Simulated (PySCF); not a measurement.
The same groups moved round the core (benzothiophene chloro+silyl). Gas-phase values, no solvent. Strings in code marks are SMILES.

Level of theory: PBE0-D3(BJ)/def2-TZVP // PBE0-D3(BJ)/def2-SVP in PySCF. All candidates: neutral, multiplicity 1. Excitations are Tamm–Dancoff values on a coarser integration grid. The basis has no diffuse functions, so Rydberg states are missing or too high.

The HOMO is -6.57 eV. The dipole moment comes out as 1.61 D. The T1 excitation (TDA) is 3.15 eV.

**Question.** Identify which member has these values.
A) `[SiH3]c1cc2ccc(Cl)cc2s1`
B) `[SiH3]c1cc2cc(Cl)ccc2s1`
C) `[SiH3]c1cc2ccsc2cc1Cl`
D) `[SiH3]c1c(Cl)ccc2ccsc12`

**Answer.** A, `[SiH3]c1cc2ccc(Cl)cc2s1`. The others give `[SiH3]c1cc2cc(Cl)ccc2s1`: -6.62 eV, 0.96 D, 3.21 eV; `[SiH3]c1cc2ccsc2cc1Cl`: -6.57 eV, 2.35 D, 3.28 eV; `[SiH3]c1c(Cl)ccc2ccsc12`: -6.52 eV, 2.34 D, 3.22 eV
